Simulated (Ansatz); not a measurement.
Program: Ansatz. Geometries: PBE0-D4/def2-TZVP. ΔE: electronic, gas phase. CBS: MP2 limit from def2 TZ/QZ plus the TZ coupled-cluster correction, frozen cores. Elements past krypton have def2 core potentials. For Hf, Ti outer-core shells are correlated without core-valence functions, which leaves a few kJ/mol of doubt a bond. Scalar relativity is left out up to krypton. Each species was taken in one conformer, which may not be the lowest.

Reaction (redistribution): `[F][Hf]([F])([SH])[Cl]` + `[F][Ti]([F])([SH])[SH]` → `[F][Hf]([F])([F])[Cl]` + `[F][Ti]([SH])([SH])[SH]`

```csv
level,ΔE (kcal/mol)
HF/def2-QZVPP,-0.3
HF/CBS(def2),-0.3
```

Q: What does CCSD(T)/CBS give? (Estimate.)

A: Computed: -5.8 kcal/mol. The listed levels differ from it by 5.5, 5.5 kcal/mol.

Largest T1 diagnostic among the species: 0.028, so the coupled-cluster value is less sure than usual.

The D4 term adds −1.1 kcal/mol with B3LYP and −0.6 kcal/mol with PBE0; it sums over pairs of atoms, weighted by their polarisabilities, and B3LYP, whose exchange is more repulsive, gets the larger term. In def2-TZVPP, CCSD(T) changes the Hartree–Fock value by −4.3 kcal/mol (the triples alone add −1.8 kcal/mol) and MP2 by −7.4 kcal/mol.

B3LYP here is the variant with VWN-RPA as its local correlation; programs differ in this.
